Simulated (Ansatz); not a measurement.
A nudged elastic band was laid between two geometries of Cl4FH3OW (10 atoms, charge 0, multiplicity 1).

Method: Ansatz, RKS PBE/def2-SVP.

```
movable images  : 9
climbing image  : yes
spring          : 5.0 eV/Å²
optimiser       : quadratic models (default)
start path      : through a guess of the saddle point
force threshold : 0.5 eV/Å
iteration limit : 60
end points      : relaxed
```

First end point:

```xyz
10
Properties=species:S:1:pos:R:3
W 0.158 0.099 0.088
O -0.398 0.453 1.929
H -1.350 0.307 2.138
Cl 2.059 0.160 -1.246
Cl -0.218 2.279 -0.560
Cl -2.205 -0.394 0.104
Cl 0.706 -2.090 0.556
H -0.443 -0.409 -1.396
F 1.942 0.876 1.741
H 1.177 0.873 2.329
```

Last end point:

```xyz
10
Properties=species:S:1:pos:R:3
W 0.087 0.343 -0.029
O 0.391 -0.336 2.175
H -0.480 -0.088 2.569
Cl 2.403 -0.060 0.093
Cl -0.756 1.654 -1.728
Cl -2.097 0.512 0.947
Cl -0.405 -1.920 -0.254
H 0.644 -0.180 -1.510
F 0.587 1.966 0.841
H 1.055 0.263 2.580
```

(1) What changes between the two ends?

(2) Give the energies along the band, and the barrier.

(3) What is the geometry of the highest image?

Answers

(1) Bonds broken: F9–H10. Bonds formed: W1–F9, O2–H10.

(2) The run converged. The highest image is number 3 of 0 to 10, 6.0 kcal/mol above the first end and 20.2 kcal/mol above the last; the last end lies 14.1 kcal/mol below the first. The threshold of 0.5 eV/Å is loose, so the images may lie well off the minimum-energy path. The order of the point at the top wasn't checked. Another band between the same ends, with other settings, climbed to 0.067 eV only, so this figure is probably too high. The orbitals stay closed-shell, which can raise the energy where a bond breaks towards radicals; this wasn't checked here.

| image | path coordinate (Å) | energy (kcal/mol) | F9–H10 (Å) | W1–F9 (Å) | O2–H10 (Å) |
| --- | --- | --- | --- | --- | --- |
| 0 | 0.00 | 0.0 | 0.96 | 2.55 | 1.68 |
| 1 | 0.55 | 0.6 | 0.96 | 2.62 | 1.67 |
| 2 | 1.10 | 1.8 | 0.97 | 2.60 | 1.61 |
| 3 | 1.66 | 6.0 | 1.06 | 2.31 | 1.33 |
| 4 | 2.21 | 2.8 | 1.46 | 2.08 | 1.04 |
| 5 | 2.75 | -2.4 | 1.87 | 1.96 | 1.00 |
| 6 | 3.29 | -3.6 | 2.04 | 1.94 | 0.99 |
| 7 | 3.83 | -6.2 | 2.08 | 1.93 | 0.98 |
| 8 | 4.37 | -10.8 | 2.10 | 1.93 | 0.98 |
| 9 | 4.91 | -13.7 | 2.20 | 1.92 | 0.98 |
| 10 | 5.45 | -14.1 | 2.48 | 1.91 | 0.98 |

(3) 
```xyz
10
Properties=species:S:1:pos:R:3
W 0.240 0.105 0.126
O -0.168 0.156 2.107
H -1.039 -0.024 2.512
Cl 2.271 -0.089 -0.949
Cl -0.111 2.140 -0.900
Cl -2.137 -0.063 0.192
Cl 0.349 -2.207 0.316
H -0.294 -0.384 -1.391
F 1.515 1.454 1.496
H 0.801 1.065 2.174
```

Time of the run: 3.5 min on 4 threads of Arm Neoverse V2 (shared host), peak memory 0.27 GiB.
